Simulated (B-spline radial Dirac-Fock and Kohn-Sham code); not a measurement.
Ho³⁶⁺: eigenvalues, ΔSCF and the reference

System: holmium as Ho³⁶⁺ in the configuration [Ar] 3d10 4s2 4p1.

The density-functional columns are spherical, spin-unpolarised Dirac-Kohn-Sham results without Breit or QED terms: −ε is minus the orbital energy of the initial state and ΔSCF the difference of two total energies. The reference in the last column comes from ΔSCF Dirac-Fock with Breit, self-energy and vacuum polarisation, finite nucleus, configuration average. All numbers are from a radial atomic solver, in eV; a selection of levels is shown. The Kohn-Sham columns are given as differences from the reference. For the 1s level of heavy atoms much of the gap between ΔSCF and the reference is the Breit and QED part, -251.0 eV here; for other levels the error of the functional can be larger.

| level | LDA −ε − DF | LDA ΔSCF − DF | Dirac-Fock |
| --- | --- | --- | --- |
| K | -275.8 | +238.6 | 57186.6 |
| L1 | -173.0 | -57.5 | 10943.2 |
| L2 | -130.7 | +9.6 | 10465.6 |
| L3 | -139.5 | -12.1 | 9615.4 |
| M1 | -94.1 | -45.0 | 3598.7 |
| M2 | -75.8 | -24.4 | 3392.0 |
| M3 | -74.7 | -25.8 | 3204.7 |
| M4 | -53.8 | +1.3 | 2865.1 |
| M5 | -54.8 | -0.6 | 2824.7 |
| N1 | -16.1 | +8.8 | 1673.3 |
| N2,3 | -20.5 | +3.8 | 1559.0 |

Values without a named source are computed, but for edge energies of neutral atoms, which are taken from tables.
